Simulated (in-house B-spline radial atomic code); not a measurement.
**Ionising V XX (V19+) with different functionals**

Computed with a B-spline radial code for spherical atoms: scalar-relativistic (spin-free X2C) Hamiltonian, Fermi nucleus of rms radius 3.6002 fm, spin-polarised at highest spin, spherical fractional occupations for the functionals, the average over the highest-spin determinants for Hartree-Fock. The ionisation energy is the difference of two self-consistent energies, [He] 2s2 → [He] 2s1, without Breit or QED terms; ε is the level of the shell that loses the electron (its least bound occupied spin orbital).

```csv
method,rung,ΔSCF (eV),-ε(2s) (eV)
Hartree-Fock,Hartree-Fock,?,?
LDA PW92,LDA,1480.49,1446.64
BLYP,GGA,1483.30,1449.83
TPSS,meta-GGA,?,?
r2SCAN,meta-GGA,1480.78,1451.48
PBE0,global hybrid,1483.30,1457.75
r2SCAN0,global hybrid,1481.13,1459.12
```

Question: What does Hartree-Fock give?

Answer: ΔSCF 1480.67 eV, and -ε(2s) = 1480.97 eV.

Question: What does TPSS give?

Answer: ΔSCF 1483.48 eV, and -ε(2s) = 1451.14 eV.

Question: Among the functionals, which spreads more, the ΔSCF values or the orbital energies?

Answer: The orbital energies: ΔSCF values span about 2.99 eV and the orbital energies 12.48 eV; here energy differences depend much less on the functional than eigenvalues do.

Question: How do they compare with the NIST value?

Answer: NIST lists 1486.7 eV ± 0.5 (semi-empirical, ground level to ground level). Errors run from -6.21 to -3.22 eV. The correlated functionals all miss on the same side by more than they spread, so the cause is common to them (Breit-QED terms, the near-degeneracy of s² and p², or a listed next ion that isn't the cheapest removal here) and closeness doesn't rank the functionals. Hartree-Fock also lacks correlation.
